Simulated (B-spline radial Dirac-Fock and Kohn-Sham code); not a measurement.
## Binding energies of W in different valence configurations

Level of theory: Dirac-Fock ΔSCF + Breit + QED; a radial B-spline solver. No correlation.

Reference: the tabulated ground configuration [Xe] 4f14 5d4 6s2, with 1s 69528.4 eV, 3s 2833.9 eV, 3p1/2 2585.2 eV, 3d3/2 1879.1 eV, 4p1/2 505.9 eV, 4f7/2 38.78 eV, Kα1 59314.9 eV, Kβ1 67236.1 eV, Lα1 8396.8 eV, Lβ2 9958.2 eV.

**Question.** One of these configurations gives the following shifts from the reference, in eV: average energy +3.05, 1s +4.59, 3s +4.70, 3p1/2 +4.70, 3d3/2 +4.68, 4p1/2 +4.67, 4f7/2 +4.63, Kα1 -0.14, Kβ1 -0.11, Lα1 +0.05, Lβ2 +0.09. Which?
A. [Xe] 4f14 5d4 6s1 6p1
B. [Xe] 4f14 5d5 6s1
C. [Xe] 4f14 5d3 6s2 6p1
D. [Xe] 4f14 5d6

**Answer.** C. The others give [Xe] 4f14 5d5 6s1: 1s -2.87; [Xe] 4f14 5d4 6s1 6p1: 1s +1.51; [Xe] 4f14 5d6: 1s -5.23.

Values without a named source are computed, but for edge energies of neutral atoms, which are taken from tables.
